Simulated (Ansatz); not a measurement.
Ansatz (a quantum-chemistry and plane-wave program) input (wB97M-V/def2-TZVPD):

Ansatz 0.2 input:
```yaml
crystal:
  periodic: [false, false, false]
  atoms:
    - {symbol: Li, position_ang: [-1.15212696, -0.65582950, -0.97959137]}
    - {symbol: C, position_ang: [0.28405619, 0.16169436, 0.24151765]}
    - {symbol: H, position_ang: [0.84732009, -0.59794082, 0.80975843]}
    - {symbol: H, position_ang: [-0.13438806, 0.85170261, 0.99384898]}
    - {symbol: H, position_ang: [1.03911172, 0.74356056, -0.31393917]}
basis:
  gaussian:
    orbitals: def2-TZVPD
hamiltonian:
  xc: {name: wB97M-V}
total_charge: -1
magnetization: {spin_polarized: true, initial_magnetization: 1}
output: {forces: true}
```

End of the output:

```
integrals: 0.03 GiB planned
492 factors; their error is unknown
integrals: 0.06 GiB planned
240 factors; integrals over basis functions are off by at most 3.1e-5 eV
mean field: 0.36 GiB planned
mean field evaluation 1: about -1288.3662 eV, gradient 7.7e0 eV
mean field evaluation 2: about -1288.6976 eV, gradient 4.8e0 eV
mean field evaluation 4: about -1288.8521 eV, gradient 3.8e-1 eV
mean field evaluation 8: about -1288.8594 eV, gradient 1.8e-1 eV
mean field evaluation 16: about -1288.8601 eV, gradient 2.3e-4 eV
mean field -1288.86006970 eV, -47.3647339408 hartree, gradient 6.5e-5 eV, S^2 0.750542; 2 other end points of the search recorded, 0 dependent functions left out
the calculation of the forces begins
reference -1288.86011883 eV, -47.3647357462 hartree; 7, 6 occupied and 74, 75 virtual orbitals, 492 factors
Total energy: -1288.86011883 eV, -47.3647357462 hartree
Atom 0 at    -1.152127    -0.655829    -0.979591 Å, force    -0.018742    -0.010709    -0.015932 eV/Å
Atom 1 at     0.284056     0.161694     0.241518 Å, force     0.056673     0.032330     0.048180 eV/Å
Atom 2 at     0.847320    -0.597941     0.809758 Å, force    -0.017641     0.010324    -0.016683 eV/Å
Atom 3 at    -0.134388     0.851703     0.993849 Å, force     0.000919    -0.016992    -0.020113 eV/Å
Atom 4 at     1.039112     0.743561    -0.313939 Å, force    -0.021210    -0.014953     0.004548 eV/Å
Dipole moment:     1.007064     0.573263     0.856251 e Å
```
